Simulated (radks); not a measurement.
Q: Spherical quantum dot in the effective-mass picture: electrons in a hard-walled sphere of radius 4.78, with a point charge +1 (a donor) at the centre, all in effective atomic units (hartree* = m*/eps^2 hartree, bohr* = eps/m* bohr), one dielectric constant everywhere. Method: non-relativistic Kohn-Sham, r2SCAN, spin-polarised, spherical densities, generalised Kohn-Sham scheme; computed with a radial shooting solver with Libxc functionals. Levels are named by radial order and angular momentum (1s, 1p, 1d, 2s, ...), and open shells are averaged over m. Results are scaled to m* = 0.044 and eps = 6.1, for which hartree* = 32.18 meV and bohr* = 7.336 nm. At N = 17 the configuration is 1s2 1p6 1d(up 5, down 4). Does electron 18 go into 2s down or 1d down or 2s up?

A: Into 1d down. The total energies of the other choices lie higher by 2.49 meV (2s up), 2.56 meV (2s down).
